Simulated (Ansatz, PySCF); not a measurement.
Stretching the C2–H3 bond in CH4OSn (SMILES [CH3][Sn][OH]) (multiplicity 1 held, fragments rigid). Energies count from the point at 1.093 Å.
Geometry at that point (charge 0, multiplicity 1):
```xyz
7

Sn     0.0224    -0.0636     0.3886
C      0.4195     1.6072    -0.9817
H     -0.2020     2.4693    -0.7259
H      0.2008     1.2878    -2.0005
H      1.4642     1.9210    -0.9117
O     -0.5375    -1.2505    -1.1305
H     -0.7986    -2.1366    -0.8572
```

Unrestricted levels (U-) break spin symmetry where that is lower. Active spaces are followed from a long bond inwards. Curves can end on different states.

Cores are frozen in the correlated methods. Filled d and f shells under p-block atoms count as core. Rows in 3-21G, LANL2DZ carry no dispersion term and start afresh at each structure; the Pople sets are all-electron and without relativity. LANL2DZ brings its own core potentials from Na on.

Codes used: Ansatz (Gaussian basis) for Hartree–Fock, density functionals and correlated methods; PySCF for 3-21G rows, LANL2DZ rows.  In def2 rows elements past Kr take small-core potentials, without spin–orbit coupling.

Other levels give for the energy at R = 3.498 Å: U-PBE/def2-TZVPP 109.55; U-B3LYP/def2-TZVPP 110.68; U-wB97X-V/def2-TZVPP 113.06; FIC-MRCISD+Q on CASSCF(2,2)/def2-TZVPP 111.07 kcal/mol.

What do these common cheap choices give for the same quantity: R-HF/3-21G, U-HF/LANL2DZ, R-B3LYP/LANL2DZ, U-B3LYP/LANL2DZ?

R-HF/3-21G 192.82; U-HF/LANL2DZ 87.96; R-B3LYP/LANL2DZ 146.79; U-B3LYP/LANL2DZ 112.41 kcal/mol. They span 87.96 to 192.82 kcal/mol.

Doubts at one or more of the structures used: a restricted determinant that unrestricted orbitals would lower (R-HF/3-21G); a spin-contaminated determinant (U-HF/LANL2DZ, U-B3LYP/LANL2DZ, U-PBE/def2-TZVPP, U-B3LYP/def2-TZVPP, U-wB97X-V/def2-TZVPP).

Ansatz is a quantum-chemistry and plane-wave program.
